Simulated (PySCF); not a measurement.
This PySCF input asks for the NMR shieldings of `FC(c1ccc(OC)cc1)=O`, C$_{8}$H$_{7}$FO$_{2}$; the geometry comes from GFN2-xTB.

```python
import basis_set_exchange as bse
import numpy as np
from pyscf import gto, dft
from pyscf.prop import nmr

atoms = """
C    -3.124543   -0.426838   -0.529893
O    -2.186715    0.625668   -0.565490
C    -0.899894    0.369217   -0.256250
C    -0.029921    1.466507   -0.311281
C     1.303067    1.319703   -0.016117
C     1.805966    0.064727    0.344428
C     3.207629   -0.153148    0.665953
O     3.759704   -1.154106    0.984531
F     3.948927    0.998768    0.569559
C     0.939060   -1.028268    0.399817
C    -0.398892   -0.883670    0.104219
H    -3.205168   -0.855875    0.473041
H    -4.077367    0.019400   -0.808583
H    -2.869904   -1.213376   -1.246165
H    -0.439184    2.423859   -0.591746
H     1.965738    2.170124   -0.061328
H     1.338066   -1.991578    0.679082
H    -1.045328   -1.744796    0.154566
"""
names = dict.fromkeys(["C", "O", "F", "H"], "pcSseg-1")
basis = {el: gto.basis.parse(bse.get_basis(n, elements=[el], fmt="nwchem")) for el, n in names.items()}
mol = gto.M(atom=atoms, basis=basis, charge=0, verbose=0)
mf = dft.RKS(mol, xc="PBE0")
mf.grids.level = 2
mf.grids.alignment = dft.numint.BLKSIZE   # the property module wants whole blocks of grid points
mf.conv_tol = 1e-9
mf.kernel()

calc = nmr.RKS(mf)   # GIAO
C = mf.mo_coeff
Co = C[:, mf.mo_occ > 0]
resp = mf.gen_response(singlet=True, hermi=2)
def vind(x):   # induced exchange potential for any number of trial vectors
    d = np.einsum("pi,xij,qj->xpq", C, 2 * x.reshape(-1, C.shape[1], Co.shape[1]), Co, optimize=True)
    return np.einsum("xpq,pi,qj->xij", resp(d - d.transpose(0, 2, 1)), C, Co, optimize=True).ravel()
mo1, _ = nmr.rhf.solve_mo1(calc, with_cphf=vind)
sigma = calc.kernel(mo1)
for i, s in enumerate(sigma):   # ppm
    w = np.linalg.eigvalsh((s + s.T) / 2)
    print("%2d %-2s iso %8.1f  s11 %8.1f  s22 %8.1f  s33 %8.1f" % (i, mol.atom_pure_symbol(i), w.mean(), *w))
```

Q: Give the expected output.

A: 
```
 0 C  iso    130.6  s11    102.6  s22    110.7  s33    178.6
 1 O  iso    213.3  s11     97.0  s22    250.0  s33    292.8
 2 C  iso     14.7  s11    -69.3  s22     -0.8  s33    114.2
 3 C  iso     63.1  s11    -23.7  s22     48.9  s33    164.3
 4 C  iso     46.9  s11    -56.7  s22     21.8  s33    175.6
 5 C  iso     65.7  s11    -20.4  s22     55.7  s33    161.8
 6 C  iso     21.4  s11    -88.0  s22     40.6  s33    111.5
 7 O  iso    -81.4  s11   -317.5  s22   -195.9  s33    269.3
 8 F  iso    155.4  s11    -71.4  s22    229.4  s33    308.2
 9 C  iso     43.9  s11    -67.5  s22     22.6  s33    176.7
10 C  iso     74.1  s11    -13.8  s22     54.5  s33    181.5
11 H  iso     27.9  s11     24.4  s22     25.6  s33     33.6
12 H  iso     27.3  s11     22.9  s22     26.0  s33     33.1
13 H  iso     27.9  s11     24.4  s22     25.6  s33     33.6
14 H  iso     24.4  s11     20.3  s22     24.7  s33     28.2
15 H  iso     23.4  s11     19.1  s22     23.2  s33     27.8
16 H  iso     23.1  s11     19.2  s22     22.7  s33     27.6
17 H  iso     24.8  s11     20.3  s22     24.6  s33     29.5
```

These numbers come from an equivalent density-fitted implementation of the same equations, which agrees with the script to about 0.01 ppm for H and up to a few tenths of a ppm for heavy atoms, so last digits may differ.

Q: Turn these shieldings into chemical shifts. δ = σ(ref) − σ, references computed at the same level: TMS for ¹³C (186.93 ppm), ¹H (31.72 ppm); ¹⁷O (336.08 ppm) against H2O; ¹⁹F (170.95 ppm) against CFCl3.

A: Averaging equivalent atoms: C 2: 172.3; C 6: 165.6; C 4/9: 141.5; C 5: 121.2; C 3/10: 118.3; C 0: 56.3; O 7: 417.4; O 1: 122.8; F 8: 15.6; H 15/16: 8.46; H 14/17: 7.11; H 11/12/13: 4.02 ppm. Unscaled 19F shifts against computed CFCl3 carry errors that often reach 10 to 50 ppm. Unscaled 17O shifts of doubly bonded oxygen tend to come out too high, by tens of ppm or more. Experimental scales use liquid or dissolved standards, which lie at an offset from isolated H2O (liquid H2O: subtract about 36 ppm).

Size and cost of the density-fitted run: 222 basis functions, 48 s wall time on 1 thread of an Arm Neoverse V1, shared host.
